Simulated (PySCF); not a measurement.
Input of a response calculation (the driver script's job line, then coordinates in Å):

```
{"job": {"kind": "uv", "xc": "wB97X-D", "basis": "def2-SVPD", "ip": true}, "charge": 0, "multiplicity": 1}
C     -2.969565    -0.153834     0.663683
C     -1.450125    -0.119989     0.589770
C     -0.924236     0.018856    -0.834267
Ge     1.042141     0.043163    -0.964645
Si     1.972698    -1.944007    -0.029597
Ge     1.981771     1.944340     0.216174
H     -3.322849    -0.260379     1.700864
H     -3.376587    -0.997532     0.083385
H     -3.408498     0.769870     0.253557
H     -1.070395     0.711531     1.209612
H     -1.040512    -1.037627     1.048094
H     -1.280026    -0.816518    -1.461278
H     -1.302470     0.943633    -1.301885
H      1.455522     0.140635    -2.451497
H      1.390978    -3.165877    -0.669799
H      1.689685    -2.005551     1.438584
H      3.455779    -1.961651    -0.222304
H      1.377420     3.273735    -0.280952
H      3.509194     1.999918     0.018485
H      1.701398     1.829441     1.728658
```

Its output, with some lines taken out ([cut]) and without the SCF cycles:

```
converged SCF energy = -4565.6483224355

[cut]

Singlet excitations
state   eV       nm        f      main configurations
  1   6.7196    184.5   0.14637   H->L 0.51, H->L+1 0.24, H->L+2 0.12
  2   6.9247    179.0   0.10304   H->L+1 0.43, H->L+4 0.24, H->L 0.20
[cut]
  4   7.2194    171.7   0.11174   H-1->L 0.36, H->L+3 0.13, H->L+4 0.12
  5   7.2699    170.5   0.03370   H-1->L 0.29, H-1->L+1 0.25, H->L+3 0.17
  6   7.4311    166.8   0.15572   H->L+3 0.36, H->L+5 0.17, H->L+4 0.14
[cut]
[cut]
[cut]
 10   7.8431    158.1   0.03521   H-2->L 0.24, H->L+5 0.20, H-1->L+4 0.13

Triplet excitations (Tamm-Dancoff, eV): 5.9459 6.3749 6.5752 6.6295
Vertical ionisation energy (delta-SCF) = 9.3189 eV
```

Method used: TDDFT wB97X-D/def2-SVPD, vertical, gas phase, core orbitals frozen in the response in PySCF. The structure is a single PBE0-D3(BJ)/def2-SVP conformer in the gas phase; no vibrational or solvent corrections. The wB97X-D/def2-SVPD calculation is non-relativistic and has no spin–orbit coupling, an omission that weighs most on germanium.

**Question.** What stood in the cut lines?

**Answer.** 
```
Static polarisability (au): isotropic 136.143, principal 118.649 142.710 147.071
  3   7.1788    172.7   0.22283   H->L+2 0.69
  7   7.5210    164.9   0.05102   H-1->L+1 0.40, H-1->L+4 0.14, H->L+4 0.14
  8   7.6983    161.1   0.03996   H->L+5 0.25, H-2->L 0.17, H-1->L+2 0.13
  9   7.7861    159.2   0.10085   H-1->L+2 0.26, H-1->L+3 0.21, H->L+5 0.19
```

**Question.** Give the mean polarisability in Å³.

**Answer.** 136.14 au × 0.148185 = 20.17 Å³.

**Question.** What is the polarisability anisotropy, √(½[(α1 − α2)² + (α2 − α3)² + (α3 − α1)²])?

**Answer.** 26.51 au.

**Question.** Give the energy of state 10 in hartree, cm⁻¹ and kJ/mol.

**Answer.** 0.28823 hartree, 63259 cm⁻¹, 756.7 kJ/mol.

**Question.** Write the structure that the coordinates describe.

**Answer.** `CC[CH2][Ge@H]([SiH3])[GeH3]` (C3H14Ge2Si), point group C1.

H and L stand for HOMO and LUMO.

Hardware: an x86-64 server with one thread, no GPU, shared host. Cost: 5.3 min.

The values belong to the conformer `[CH3:1][CH2:2][CH2:3][Ge@H:4]([SiH3:5])[GeH3:6]`: C1–C2–C3–Ge4 -179°, C2–C3–Ge4–Si5 58°.

wB97X-D is run here without its empirical dispersion term; that term would change no orbital, density or response property at a fixed geometry.
